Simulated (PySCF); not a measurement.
Problem. Give a PBE0-D3(BJ)/def2-SVP geometry of InChI=1S/C2H8B2F2Si/c1-3(2)7-4(5)6/h7H2,1-2H3.

Solution. 
```
atom  x, y, z in Å
C1    -1.0873    1.4996    0.5478
B2    -0.6633    0.0841    0.0357
C3    -1.2481   -1.2267    0.6580
Si4    0.7858   -0.0800   -1.3815
B5     2.4391   -0.2939   -0.2288
F6     3.0872    0.7418    0.2777
F7     2.8677   -1.4849    0.1520
H8    -1.0839    2.2916   -0.2157
H9    -0.2922    1.7812    1.2700
H10   -2.0359    1.5160    1.1074
H11   -0.5968   -2.1120    0.6040
H12   -1.6334   -1.1035    1.6830
H13   -2.1278   -1.4592    0.0223
H14    0.6398   -1.3072   -2.2284
H15    0.9338    1.1209   -2.2634
```

Orientation and origin are arbitrary. Atoms count from 1 in this order. Si4 (SiH2 silicon) is distorted tetrahedral (angles from 101.2° to 114.6°). B5 (three-coordinate boron) is planar (angles 122.3°, 121.6° and 115.9°, sum 359.8°, 0.04 Å off the plane of its three neighbours). B2 (three-coordinate boron) is planar (angles 121.8°, 119.6° and 118.4°, sum 359.8°, 0.04 Å off the plane of its three neighbours).

Bonds between heavy atoms (Å): C1–B2 1.564, B2–C3 1.564, B2–Si4 2.033, Si4–B5 2.027, B5–F6 1.323, B5–F7 1.322.

Theory: PBE0-D3(BJ)/def2-SVP geometry optimisation, gas phase in PySCF 2.14.0.

Point group: C1 (no symmetry element, even within 0.4 Å). Stationary, but not proved a minimum. The numbers are those of one conformer (C1–B2–Si4–B5 92°, B2–Si4–B5–F6 -84°).

On an Arm Neoverse N1 with one thread, shared host with 64 logical CPUs at a one-minute load of 60, this took 3.5 min wall and 0.62 GiB of memory at its peak. That covers the optimisation of the geometry.
